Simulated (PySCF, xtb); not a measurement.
trifluorosilylmethanol (CH₃F₃OSi), SMILES OC[Si](F)(F)F.

GFN2-xTB (xtb) at its own geometry gives an orbital gap of 6.78 eV and a dipole moment of 1.99 D.

The structure is a stationary point at B3LYP-D3(BJ)/def2-SVP. Other conformers were not sampled.

Problem. What does PySCF with ωB97X/def2-TZVP give? (Estimate from the structure and the level; the computed values follow.)

Solution. gap 13.31 eV (levels -10.89 and 2.42 eV), dipole 1.88 D.
